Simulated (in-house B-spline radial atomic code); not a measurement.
Inner levels of caesium as electrons are removed. A shift is the extra binding of the orbital against the neutral atom ([Xe] 6s1). The density at the nucleus is averaged over the nuclear charge. Computed with an all-electron radial atomic-structure program (B-spline basis): Dirac-Hartree-Fock, jj configuration that fills j = l - 1/2 first, finite nuclei.

A number in brackets counts the electrons of a j subshell.

```tsv
ion	configuration	shift of 2s1/2 (eV)	shift of 4p3/2 (eV)	shift of 2p1/2 (eV)	radius of 2s1/2 (bohr)	radius of 4p3/2 (bohr)	radius of 2p1/2 (bohr)	Σ<r²> (bohr²)	change of density at nucleus (bohr⁻³)
Cs	[Xe] 6s1	0	0	0	0.11155	0.74714	0.094129	93.605	-
Cs+	[Kr] 4d10 5s2 5p6	4.992	4.9867	4.9963	0.11155	0.7471	0.094129	51.223	-5.29
Cs2+	[Kr] 4d10 5s2 5p1/2(2) 5p3/2(3)	16.794	16.514	16.827	0.11155	0.74771	0.094128	43.856	6.768
Cs3+	[Kr] 4d10 5s2 5p1/2(2) 5p3/2(2)	29.67	28.996	29.741	0.11155	0.74758	0.094127	37.656	20.318
Cs4+	[Kr] 4d10 5s2 5p1/2(2) 5p3/2(1)	43.528	42.33	43.647	0.11155	0.74732	0.094126	32.294	35.249
Cs5+	[Kr] 4d10 5s2 5p1/2(2)	58.301	56.442	58.478	0.11155	0.74692	0.094125	27.568	51.486
Cs6+	[Kr] 4d10 5s2 5p1/2(1)	74.259	71.759	74.384	0.11155	0.74595	0.094125	23.496	65.792
Cs7+	[Kr] 4d10 5s2	91.088	87.805	91.154	0.11154	0.74481	0.094125	19.835	80.877
Cs8+	[Kr] 4d10 5s1	109.47	105.32	109.67	0.11155	0.74299	0.094124	16.869	-40.449
Cs9+	[Kr] 4d10	128.58	123.41	128.93	0.11155	0.74103	0.094123	14.128	-176.67
Cs10+	[Kr] 4d3/2(4) 4d5/2(5)	?	?	?	?	?	?	?	?
Cs11+	[Kr] 4d3/2(4) 4d5/2(4)	?	?	?	?	?	?	?	?
Cs12+	[Kr] 4d3/2(4) 4d5/2(3)	228.32	202.16	229.41	0.11153	0.72037	0.094115	11.015	-82.018
Cs13+	[Kr] 4d3/2(4) 4d5/2(2)	264.12	229.74	265.51	0.11152	0.71361	0.094111	10.109	-45.72
Cs14+	[Kr] 4d3/2(4) 4d5/2(1)	?	?	?	?	?	?	?	?
Cs15+	[Kr] 4d3/2(4)	339.48	286.8	341.55	0.11151	0.70033	0.094101	8.4553	33.789
Cs16+	[Kr] 4d3/2(3)	379.37	317.77	381.18	0.1115	0.69355	0.094087	7.7074	78.224
Cs17+	[Kr] 4d3/2(2)	420.49	349.37	422	0.11149	0.68685	0.094072	6.9997	124.99
Cs18+	[Kr] 4d3/2(1)	462.81	381.6	464.02	0.11147	0.68025	0.094056	6.3291	174.03
Cs19+	[Ar] 3d10 4s2 4p6	506.33	414.45	507.22	0.11146	0.67375	0.094038	5.6926	225.41
Cs20+	[Ar] 3d10 4s2 4p1/2(2) 4p3/2(3)	551.38	448.37	552.9	0.11144	0.66675	0.094019	5.114	287.73
```

(1) Fill in the row of Cs10+.

(2) Fill in the row of Cs11+.

(3) Fill in the row of Cs14+.

## Answers

(1) shift of 2s1/2 (eV): 160.52; shift of 4p3/2 (eV): 148.97; shift of 2p1/2 (eV): 161.09; radius of 2s1/2 (bohr): 0.11154; radius of 4p3/2 (bohr): 0.7341; radius of 2p1/2 (bohr): 0.094121; Σ<r²> (bohr²): 13.016; change of density at nucleus (bohr⁻³): -147.51.

(2) shift of 2s1/2 (eV): 193.78; shift of 4p3/2 (eV): 175.23; shift of 2p1/2 (eV): 194.59; radius of 2s1/2 (bohr): 0.11154; radius of 4p3/2 (bohr): 0.72721; radius of 2p1/2 (bohr): 0.094118; Σ<r²> (bohr²): 11.981; change of density at nucleus (bohr⁻³): -115.95.

(3) shift of 2s1/2 (eV): 301.18; shift of 4p3/2 (eV): 257.95; shift of 2p1/2 (eV): 302.9; radius of 2s1/2 (bohr): 0.11152; radius of 4p3/2 (bohr): 0.70693; radius of 2p1/2 (bohr): 0.094106; Σ<r²> (bohr²): 9.2574; change of density at nucleus (bohr⁻³): -7.118.
